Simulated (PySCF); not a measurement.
Species: C10H10O.
Atom-mapped SMILES: `[CH3:1][C:2](=[O:3])/[CH:4]=[CH:5]/[c:6]1[cH:7][cH:8][cH:9][cH:10][cH:11]1`

Geometry (PBE0-D3(BJ)/def2-SVP, Å), atoms numbered from 1 in this order:
```
atom  x, y, z in Å
C1     4.079    0.367    0.533
C2     2.904   -0.574    0.441
O3     3.043   -1.778    0.511
C4     1.572    0.057    0.264
C5     0.469   -0.710    0.181
C6    -0.916   -0.285    0.010
C7    -1.915   -1.266   -0.103
C8    -3.251   -0.914   -0.270
C9    -3.615    0.430   -0.325
C10   -2.634    1.419   -0.212
C11   -1.301    1.066   -0.047
H12    5.009   -0.205    0.627
H13    4.124    1.014   -0.358
H14    3.962    1.032    1.405
H15    1.526    1.148    0.203
H16    0.644   -1.790    0.249
H17   -1.629   -2.320   -0.058
H18   -4.013   -1.692   -0.356
H19   -4.663    0.711   -0.455
H20   -2.915    2.474   -0.253
H21   -0.546    1.850    0.044
```

NICS = −σ at a ghost point: NICS(0) at the centroid of the ring atoms, NICS(1) 1 Å to either side along the normal of their mean plane, zz for the tensor component along that normal. Level: GIAO HF/pcSseg-2 (PySCF, non-relativistic, gas phase) on the PBE0-D3(BJ)/def2-SVP geometry, one conformer.

Ring bond lengths (Å): C6–C7 1.405, C7–C8 1.392, C8–C9 1.394, C9–C10 1.397, C10–C11 1.389, C11–C6 1.406.

Question: What do the NICS probes read (ppm)?

Answer: 
| ring | type | NICS(0) | NICS(1), two faces | NICS(1)zz, two faces | rms pucker (Å) | centre to ring atoms, mean (Å) |
| --- | --- | --- | --- | --- | --- | --- |
| C6–C7–C8–C9–C10–C11 | 6-membered carbocycle; formal bonds all aromatic | -9.2 | -10.3 / -10.3 | -29.7 / -29.6 | 0.00 | 1.40 |

Question: What do they say, and how far can they be read as aromaticity?

Answer: 
- C6–C7–C8–C9–C10–C11: mean NICS(1)zz -29.7 ppm, shielded, aromatic by this magnetic criterion (flat ring, no four-coordinate atom).

Question: And the bond-length index? HOMA = 1 − mean of α(R − Ropt)² over the ring bonds, with Krygowski's 1993 parameters (CC: Ropt 1.388 Å, α 257.7 Å⁻²).

Answer: 
- C6–C7–C8–C9–C10–C11: HOMA 0.97 = 1 − EN − GEO, with mean bond length 1.397 Å, EN = α(Ropt − mean)² = 0.021 and GEO = α × variance = 0.011. The geometric and the magnetic index point the same way.

Question: At the first NICS(1) probe listed for ring C6–C7–C8–C9–C10–C11, 1 Å off the ring, what do the in-plane components average?

Answer: The isotropic value is a third of the trace: (3 × -10.3 − (-29.7))/2 = -0.6 ppm.

Question: What are the shieldings of the ring atoms and their hydrogens in the same run (means over atoms taken as equivalent)?

Answer: 
```json
{"atoms": "C6", "environment": "substituted aromatic carbon", "σ isotropic (ppm)": "48.7", "principal values of the symmetric part, first atom (ppm)": "-60.1, 19.5, 186.7"}
{"atoms": "C7 (×2)", "environment": "aromatic CH carbon", "σ isotropic (ppm)": "51.0", "principal values of the symmetric part, first atom (ppm)": "-67.7, 38.2, 170.1"}
{"atoms": "C8 (×2)", "environment": "aromatic CH carbon", "σ isotropic (ppm)": "53.9", "principal values of the symmetric part, first atom (ppm)": "-67.8, 45.0, 183.5"}
{"atoms": "C9", "environment": "aromatic CH carbon", "σ isotropic (ppm)": "49.7", "principal values of the symmetric part, first atom (ppm)": "-72.2, 37.5, 183.8"}
{"atoms": "H17 (×2)", "environment": "aromatic hydrogen", "σ isotropic (ppm)": "23.64", "principal values of the symmetric part, first atom (ppm)": "19.8, 23.2, 28.7"}
{"atoms": "H18 (×2)", "environment": "aromatic hydrogen", "σ isotropic (ppm)": "24.05", "principal values of the symmetric part, first atom (ppm)": "20.2, 24.5, 27.5"}
{"atoms": "H19", "environment": "aromatic hydrogen", "σ isotropic (ppm)": "24.00", "principal values of the symmetric part, first atom (ppm)": "20.4, 24.3, 27.3"}
```

Question: How do the values depend on the level or the medium?

Answer: 
| level | NICS(0), C6–C7–C8–C9–C10–C11 | mean NICS(1)zz, C6–C7–C8–C9–C10–C11 |
| --- | --- | --- |
| HF/pcSseg-2, gas | -9.2 | -29.7 |
| PBE0/pcSseg-1, gas | -7.6 | -26.4 |

The geometry is the same throughout.
